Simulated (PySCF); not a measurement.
**Radial density of Ge⁺ (germanium, charge +1)**

TPSSh, [Ar] 3d10 4s2 4d1, 2D determinant (an excited configuration). All numbers are calculated (PySCF 2.14, the spin-free X2C one-electron Hamiltonian (Gaussian nucleus), in aug-cc-pVDZ-DK (6s5p3d, 36 functions)).

```tsv
r (bohr)	4πr²ρ (e/bohr)	4πr²(ρα − ρβ)
0.000627	0.1921	0.0000
0.00105	0.4965	0.0000
0.00177	1.198	0.0000
0.00298	2.845	0.0000
0.00502	6.492	0.0000
0.00844	13.70	-0.0001
0.0142	25.20	-0.0002
0.0239	36.87	-0.0002
0.0402	38.10	-0.0001
0.0676	31.51	0.0000
0.114	41.21	0.0002
0.191	40.51	0.0037
0.322	22.56	0.0128
0.541	28.84	0.0152
0.910	12.64	0.0017
1.53	2.661	0.0158
2.57	0.8777	0.1985
4.33	0.2911	0.2670
7.28	0.02525	0.0252
```

Densities and radii are taken from the X2C orbitals without a picture-change correction, which distorts them close to the nucleus.

The outer electron is Rydberg-like, and this basis confines it to a smaller radius and binds it less than a complete one would.
